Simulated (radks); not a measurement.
Results of a calculation; reference values are marked as such.
Polarisability of the fluorine ion F6+, [He] 2s1, at imaginary frequency. Code: a radial shooting solver on a logarithmic mesh with Libxc functionals. Model: scalar-relativistic Kohn-Sham, LDA (Slater exchange, Perdew-Wang correlation), spin-polarised, spherical densities, finite nucleus; open shells are filled with parallel spins first; Fermi nuclear charge, rms radius 2.8976 fm. Response by self-consistent Sternheimer equations with the Hartree and adiabatic LDA kernel, the relativistic mass of each level held fixed and spin-orbit coupling left out.

| w (hartree) | alpha1(iw) (bohr^3) | alpha2(iw) (bohr^5) |
|---|---|---|
| 0.00266 | 0.5909 | 0.08159 |
| 0.0143 | 0.5906 | 0.08159 |
| 0.0360 | 0.5885 | 0.08159 |
| 0.0697 | 0.5820 | 0.08157 |
| 0.118 | 0.5659 | 0.08153 |
| 0.186 | 0.5327 | 0.08142 |
| 0.280 | 0.4739 | 0.08121 |
| 0.413 | 0.3864 | 0.08076 |
| 0.605 | 0.2810 | 0.07982 |
| 0.892 | 0.1812 | 0.07784 |
| 1.35 | 0.1061 | 0.07353 |
| 2.12 | 0.05881 | 0.06418 |
| 3.59 | 0.03100 | 0.04593 |
| 6.94 | 0.01366 | 0.02105 |
| 17.5 | 0.003926 | 0.004319 |

Static values: alpha1 = 0.5909 bohr^3 (0.08757 angstrom^3; uncoupled 0.6925), alpha2 = 0.08159 bohr^5, alpha3 = 0.07299 bohr^7. C6 = 0.1566, C8 = 0.2054, triple-dipole C9 = 0.06674 atomic units. One-pole (London) frequency 4 C6 / (3 alpha1^2) = 0.598 hartree, against 6.358 for minus the highest occupied eigenvalue.
